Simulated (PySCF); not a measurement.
# Cobalt: a sound run and one with changed settings

Sound run: Co⁺ [Ar] 3d8, Co²⁺ [Ar] 3d7. Computed with PySCF 2.14 in def2-SVP, with the non-relativistic Hamiltonian (point nucleus). In the sound run the correlated levels freeze [Ar]. The sound run starts from symmetry-adapted Hartree-Fock orbitals and uses a fine grid where one is needed.

Changed run: basis STO-3G. This setting is unsound on purpose.

```csv
species,method,sound run (hartree),changed run (hartree),converged
Co⁺,UHF,-1380.91051,-1364.93075,yes
Co⁺,LDA,-1379.63683,-1363.20079,yes
Co⁺,PBE0,-1382.00644,-1365.78540,yes
Co⁺,MP2,-1381.08717,-1364.92939,yes
Co²⁺,UHF,-1380.40181,-1365.36838,yes
Co²⁺,LDA,-1378.99300,-1363.54239,yes
Co²⁺,PBE0,-1381.39806,-1366.14205,yes
Co²⁺,MP2,-1380.50736,-1365.36885,yes
```

Ionisation energy of Co⁺:

```tsv
method	sound run (eV)	changed run (eV)
UHF	13.842	-11.909
LDA	17.520	-9.295
PBE0	16.555	-9.705
MP2	15.777	-11.958
SCS-MP2	15.649	-11.957
```

A minimal basis cannot let orbitals breathe on ionisation and holds almost no correlation. A negative ionisation energy or a positive MP2 energy shows that the occupation asked for is not the lowest one in this basis.

For comparison, NIST gives 17.084 eV between the lowest levels.
